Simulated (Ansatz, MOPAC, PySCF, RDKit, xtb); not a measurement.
Noncovalent pair: CH4O (SMILES CO) (first 6 atoms) with CH4S (SMILES CS); geometry from B3LYP-D3(BJ)/def2-TZVP, rigid monomers moved along the line of their centres of mass till O2···H12 is 2.09 Å.
(charge 0, multiplicity 1):
```xyz
12

C     -0.290    -0.545     0.090
O     -0.200     0.768     0.635
H     -1.268    -0.730    -0.365
H     -0.151    -1.235     0.921
H      0.492    -0.733    -0.652
H     -0.278     1.410    -0.077
C     -1.240     0.058     3.694
S      0.542    -0.301     3.557
H     -1.757    -0.194     2.771
H     -1.624    -0.563     4.501
H     -1.411     1.104     3.938
H      0.754     0.454     2.467
```

Counterpoise-corrected where a basis set is named; no monomer relaxation. Rows marked so take none. RDKit's UFF carries no charges.

Correlated levels freeze the cores. Rows in 6-311+G**, 6-31G* carry no dispersion term and start afresh at each structure (6-31G* with six Cartesian d functions). MP2/6-31G* freezes PySCF's default core. The state reached by PM7 isn't checked; PM7 holds dispersion and hydrogen-bond terms.

Run with Ansatz (Gaussian basis) for Hartree–Fock, density functionals and correlated methods; MOPAC for PM7 (differences of heats of formation); PySCF for 6-311+G** rows, 6-31G* rows, the dispersion terms; RDKit for the force fields; xtb for the GFN methods. 

```
level                              interaction energy (meV)
---------------------------------  ------------------------
UFF                                                   281.3
PM7                                                   -85.4
GFN2-xTB                                             -132.3
B3LYP/6-311+G** (no counterpoise)                     -51.4
B3LYP/def2-TZVPPD                                       0.5
B3LYP-D3(BJ)/def2-TZVPPD                             -113.4
M06-2X/6-31G* (no counterpoise)                      -213.5
MP2/6-31G*                                       (withheld)
CCSD(T)/aug-cc-pV(D+d)Z                          (withheld)
```

Fill in the missing entries.


- MP2/6-31G*, interaction energy (meV): -40.2
- CCSD(T)/aug-cc-pV(D+d)Z, interaction energy (meV): -78.5

Ansatz is an electronic-structure program.
